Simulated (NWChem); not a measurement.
CH₂F₂O₂Si; SMILES OC(=O)[SiH](F)F

```xyz
8

O      1.2902    -1.4347     0.0000
C      0.1358    -1.1029     0.0000
O     -0.8860    -1.9671     0.0000
Si    -0.4182     0.7308     0.0000
F      0.2329     1.4170    -1.3008
F      0.2329     1.4170     1.3008
H     -0.5092    -2.8655     0.0000
H     -1.8762     0.9597     0.0000
```
Atoms are numbered in this order, from 1.

All runs: NWChem. Medium grid unless said otherwise, to which SCAN and Minnesota functionals are sensitive. Geometry: optimised at PBE0/def2-SVP.

Question: Among these, which level gives the highest value of “dipole (D)”?
(A) PBE0/def2-TZVP
(B) CAM-B3LYP/def2-TZVP
(C) M06-2X/def2-TZVP
(D) Hartree-Fock/def2-TZVP

Answer: D, Hartree-Fock/def2-TZVP. Values: PBE0/def2-TZVP 2.90; CAM-B3LYP/def2-TZVP 2.94; M06-2X/def2-TZVP 2.96; Hartree-Fock/def2-TZVP 3.20
